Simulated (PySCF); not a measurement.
[Ag(NH3)3]+ (charge +1 and singlet state).
Cartesian coordinates in Å at the PBE0-D3(BJ)/def2-SVP level; atoms count from 1:
```
atom  x, y, z in Å
Ag1   -0.0093   -0.0054   -0.0078
N2     2.2896    0.0005   -0.0128
H3     2.6962   -0.9336   -0.0720
H4     2.6806    0.4227    0.8305
H5     2.6809    0.5257   -0.7959
N6    -1.1385    1.9941   -0.0038
H7    -1.6858    2.1317    0.8469
H8    -1.7994    2.0748   -0.7777
H9    -0.5239    2.8057   -0.0753
N10   -1.1518   -1.9952    0.0135
H11   -2.1648   -1.8796   -0.0298
H12   -0.9685   -2.5420    0.8559
H13   -0.9054   -2.5994   -0.7716
```

Method: PBE0-D3(BJ)/def2-SVP geometry optimisation, gas phase, def2 core potentials past Kr (PySCF 2.14.0).

Problem. Which atoms are bound to Ag1, and at what distances?

Solution. 3 atoms: N10 2.295 Å, N6 2.296 Å, N2 2.299 Å. The nearest atom not counted as bound is H12, at 2.85 Å (others tie with it).

Problem. List the angles at Ag1.

Solution. 
```
     angle  degrees  distance of the outer atoms (Å)
N6–Ag1–N10    120.7                             3.99
N2–Ag1–N10    120.0                             3.98
 N2–Ag1–N6    119.3                             3.97
```

Problem. What is the shape at Ag1?

Solution. Planar: angles 120.7°, 120.0° and 119.3°, sum 360.0°, 0.01 Å off the plane of its three neighbours.

Problem. What are the other bond lengths?

Solution. N2–H3 and 8 like bonds 1.021 Å.

Point group: near C3h, missed by 0.16 Å at most; the miss may be what the optimiser left on a soft mode (C3 holds within 0.08 Å). Charge +1, singlet. Stationary, but not proved a minimum.
